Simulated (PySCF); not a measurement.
Excited states of Ga⁺ (gallium, charge +1)

Ground state [Ar] 3d10 4s2, ¹S. Computed with PySCF 2.14 in aug-cc-pVQZ-PP with ECP10MDF (7s6p5d3f2g, 89 functions), with scalar relativity through the core potential. Vertical excitation energies in eV without spin-orbit coupling; excited terms of each kind are numbered among those the solver found. Frozen: 3s2 3p6.

```csv
term,leading excitation,EOM-EE-CCSD,measured centre of gravity (NIST)
1 3P°,4s → p,5.751,5.986 (4s4p)
1 1P°,4s → p,8.711,8.766 (4s4p)
1 3S,4s → s,12.501,12.763 (4s5s)
1 1S,4s → s,12.969,13.224 (4s5s)
1 1D,4s → d,13.184,n/a
1 3D,4s → d,13.824,14.116 (4s4d)
2 3P°,4s → p,14.423,n/a
2 1P°,4s → p,14.697,n/a
2 1D,4s → d,15.621,n/a
2 3S,4s → s,16.588,n/a
2 1S,4s → s,16.787,n/a
2 3D,4s → d,17.135,n/a
1 3F°,4s → f,17.852,n/a
1 1F°,4s → f,17.861,n/a
```

Only the lower part of the computed list is shown. Doubly excited terms such as np² are absent. The solver can miss terms. Rydberg members are limited by the diffuse functions of the basis.
